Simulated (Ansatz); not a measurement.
Species: sum formula AlHBr2, charge 0, multiplicity 1. 
Coordinates optimised at B3LYP-D3(BJ)/def2-TZVP (Ansatz, a first-principles code):
```xyz
4

Br     1.8719    -0.2022    -0.4928
Al     0.0186     0.9356     0.0878
Br    -1.8802    -0.2164     0.4535
H      0.0494     2.4876     0.2333
```

Wanted: atomisation energy (electronic, to ground-state atoms), in kcal/mol. Cores are frozen in the correlated levels unless marked. Open shells are spin-unrestricted. Spin-orbit coupling is left out. Frozen are the shells of the preceding noble gas and the d and f shells that filled before the atom's block. Non-relativistic. The coupled-cluster limit lacks core correlation, which all-electron functionals hold. CBS(X,Y): correlation extrapolated as X^-3; Hartree-Fock from the larger set. The bracket is a focal-point correction in the basis named.

```tsv
level	program	atomisation energy (kcal/mol)
HF/STO-3G	Ansatz	301.1
HF/def2-TZVPPD	Ansatz	197.3
revPBE/def2-TZVPD	Ansatz	239.3
r2SCAN-D3(BJ)/def2-TZVPD	Ansatz + dftd3	257.1
B97M-V/def2-TZVPD	Ansatz	255.6
B3LYP-D4/def2-TZVPD	Ansatz + dftd4	246.7
PBE0/def2-TZVPD	Ansatz	248.3
PBE0/def2-QZVPP	Ansatz	248.4
wB97X-V/def2-TZVPD	Ansatz	253.0
wB97X/def2-TZVPD	Ansatz	249.8
B2GP-PLYP-D4/def2-TZVPD	Ansatz + dftd4	247.9
B2PLYP/def2-TZVPD	Ansatz	245.6
SCS-MP2/6-31G*	Ansatz	227.7
SCS-MP2/def2-QZVPPD	Ansatz	252.8
CCSD(T)/STO-3G	Ansatz	314.7
CCSD(T)/def2-QZVPP	Ansatz	250.6
RI-MP2/CBS(def2-TZVPP,def2-QZVPP)+[CCSD(T)-MP2]/def2-SVP	Ansatz	254.5
RI-MP2/CBS(def2-TZVPP,def2-QZVPP)+[CCSD(T)-MP2]/def2-TZVPP	Ansatz	253.7
RI-MP2/CBS(def2-TZVPPD,def2-QZVPPD)+[CCSD(T)-MP2]/def2-TZVPPD	Ansatz	253.4
RI-MP2/CBS(def2-TZVPP,def2-QZVPP)+[CCSD(T)-MP2]/def2-QZVPP	Ansatz	254.4
CCSD(T)/CBS(def2-TZVPPD,def2-QZVPPD)	Ansatz	254.5
```
